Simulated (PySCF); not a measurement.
A geometry optimisation on `[GeH3][n]1ccnn1`.

Method: PBE0-D3(BJ)/def2-SVP geometry optimisation, gas phase (PySCF 2.14.0). Start geometry: GFN2-xTB. The input is one job of a driver script: a line of settings, then coordinates in Å.

Input:
```
{"job": {"xc": "PBE0", "basis": "def2-SVP", "d3": "d3bj", "grid": 1, "maxiter": 30, "shake": 0.01, "kind": "geom"}, "charge": 0, "multiplicity": 1}
Ge    -1.906140    -0.048670     0.008570
N     -0.093160    -0.091080    -0.079440
C      0.929730     0.462590     0.580810
C      2.105120     0.003370    -0.057960
N      1.666630    -0.800130    -1.073940
N      0.392250    -0.838320    -1.076500
H     -2.285560    -0.106810     1.452060
H     -2.340370     1.293300    -0.577620
H     -2.333790    -1.188760    -0.785140
H      0.804090     1.110340     1.440770
H      3.099300     0.178340     0.152720
```

Output:
```
step   0  E = -2319.45513795  max force = 0.089806
step   1  E = -2319.46441441  max force = 0.017145
step   2  E = -2319.46511842  max force = 0.008266
step   3  E = -2319.46529720  max force = 0.004797
step   4  E = -2319.46554884  max force = 0.002867
step   5  E = -2319.46559913  max force = 0.002303
step   6  E = -2319.46565125  max force = 0.000895
step   7  E = -2319.46566786  max force = 0.000874
step   8  E = -2319.46571337  max force = 0.001320
step   9  E = -2319.46578873  max force = 0.002316
step  10  E = -2319.46586496  max force = 0.002471
step  11  E = -2319.46595104  max force = 0.001930
step  12  E = -2319.46602043  max force = 0.001160
step  13  E = -2319.46609216  max force = 0.001507
step  14  E = -2319.46612051  max force = 0.000975
step  15  E = -2319.46612473  max force = 0.000312
optimisation converged
```

Energies in Eh; «max force» is the largest Cartesian gradient component in Eh/bohr.

**Question.** Give the first gradient maximum in eV/Å.

**Answer.** With 1 Eh/bohr = 51.422 eV/Å, 4.618 eV/Å.

**Question.** How much energy does the optimisation release, in eV?

**Answer.** E(step 0) − E(last step) = 0.010987 Eh, which is 0.299 eV.

Main results: final energy -2319.46612 Eh after 15 steps; dipole 4.66 D.

On one thread of an Arm Neoverse V2 (shared host), this took 1.8 min wall and 0.53 GiB of memory at its peak.
Labels such as C1 count atoms from 1, the log's own numbers from 0.
